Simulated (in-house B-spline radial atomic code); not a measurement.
How numerical settings move a run on Ti II (Ti+), [Ar] 3d2 4s1. Computed with a B-spline radial code for spherical atoms: scalar-relativistic (X2C) BP86, spin-polarised, spherical fractional occupations, Fermi nucleus of rms radius 3.5921 fm.

Command:
```bash
python run_scf.py task.json out
```
Settings of the sound reference run:
```
Z                22
electrons        21
configuration    [Ar] 3d2 4s1
hamiltonian      x2c
method           b88,p86
spin_polarised   True
nucleus          fermi
rms_radius       3.5921
mass_number      48
atomic_mass      47.94794
speed_of_light   137.036
knot_spacing     0.22
spline_order     8
gauss_points     12
box_radius       35.29
max_iterations   70
damping          0.5
damped_steps     3
diis_vectors     10
tolerance        1e-08
start            Thomas-Fermi
```

Time taken, with all properties: 0.3 s on 1 thread of Arm Neoverse V1, with other jobs on the host.

It converges in 10 iterations to -853.577000 hartree, with 4s up at -11.1116 eV. The other runs change the listed settings, some to values that make no sense; their results aren't properties of the atom or ion. Radii are in bohr (the nuclear one in fm), a minus after a letter asks for a j subshell, and «unchanged» means within 1e-8 hartree. The run stops when the residual is below 10 × tolerance × max(1, Z/10), or a noise floor if that is larger, and the energy moves by less than 1e-8 × √|E| hartree; so very loose and very tight tolerances often act alike.

| changed settings | outcome |
| --- | --- |
| damped_steps = 8 | converged in 13 iterations, energy unchanged, 4s up level +4.6e-06 eV |
| diis_vectors = 1 | not converged after 70 iterations, last residual 1.7e-01, last energy +9.47e-01 hartree from the reference |
| diis_vectors = 2 | converged in 13 iterations, energy unchanged, 4s up level +3.9e-06 eV |
| max_iterations = 2, damping = 0.2, damped_steps = 0, diis_vectors = 20 | not converged after 2 iterations, last residual 2.9e-01, last energy +2.68e+00 hartree from the reference |
| hamiltonian = dirac, method = hf | stopped with error: spin polarisation is not served with the Dirac Hamiltonian |
| damped_steps = 1 | converged in 9 iterations, energy unchanged, 4s up level -3.7e-06 eV |
| spline_order = 10, max_iterations = 100, diis_vectors = 1 | not converged after 100 iterations, last residual 1.8e-01, last energy +1.07e+00 hartree from the reference |
| tolerance = 1e-06 | converged in 9 iterations, energy unchanged, 4s up level +1.3e-05 eV |
| damped_steps = 0 | converged in 8 iterations, energy unchanged |
| box_radius = 1.41, max_iterations = 60, damping = 0.95, start = bare nucleus | converged in 9 iterations, energy +2.87e+01 hartree from the reference, 4s up level +3.6e+02 eV (the program warns: 4s up has a positive eigenvalue: unbound, held by the box; 3s up has a positive eigenvalue: unbound, held by the box) |
| damped_steps = 30 | converged in 21 iterations, energy unchanged, 4s up level +1.2e-06 eV |

Question: What happens with box_radius = 7.06, max_iterations = 100, damped_steps = 8, tolerance = 0.0001?

Answer: Converged in 11 iterations, energy +3.73e-03 hartree from the reference, 4s up level +1.8e-01 eV (the program warns: 4s up reaches the box edge; 3d up reaches the box edge).

Question: What happens with electrons = 23, configuration = [Ar] 3d2 4s3, max_iterations = 60?

Answer: Stopped with error: shell 4s holds at most 1 electrons (per spin).

Question: What happens with diis_vectors = 4?

Answer: Converged in 11 iterations, energy unchanged, 4s up level +6.9e-07 eV.

Question: What happens with tolerance = 1e-13?

Answer: Converged in 10 iterations, energy unchanged.
